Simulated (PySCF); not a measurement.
**Polarisability and C₆ of Zr (zirconium, neutral)**

[Kr] 4d2 5s2, high-spin 3F determinant. Computed with PySCF 2.14 in x2c-TZVPPall with one added diffuse shell each of s, p, d, f type (9s7p7d3f1g, 95 functions), with scalar relativity by spin-free X2C-1e. Coupled (time-dependent) response in atomic units; α is the mean over directions.

| method | mean α (bohr³) | C₆ (like pair) | S(−4) |
| --- | --- | --- | --- |
| UHF | 180.8 | 2455 | 100600 |
| PBE | 120.4 | 1657 | 6632 |
| PBE0 | 126.1 | 1762 | 7467 |

S(−4) is the Cauchy moment in α(ω) = α(0) + S(−4) ω² + …

Reference α: 112 ± 13 bohr³ (recommended; Schwerdtfeger and Nagle, table of static dipole polarizabilities (2023 update)). Published C₆: 1360 (Gould and Bucko (2016)).

Spin-orbit coupling is absent.

Hartree-Fock lies above the reference because it lacks correlation, which contracts the outer shell.

α(iu) at PBE:

```csv
u (hartree),α(iu) (bohr³)
0,120.4
0.0500,106.3
0.100,80.44
0.200,44.02
0.300,27.23
0.500,14.13
0.750,8.346
1.00,5.712
1.50,3.253
2.00,2.113
3.00,1.093
5.00,0.4466
```
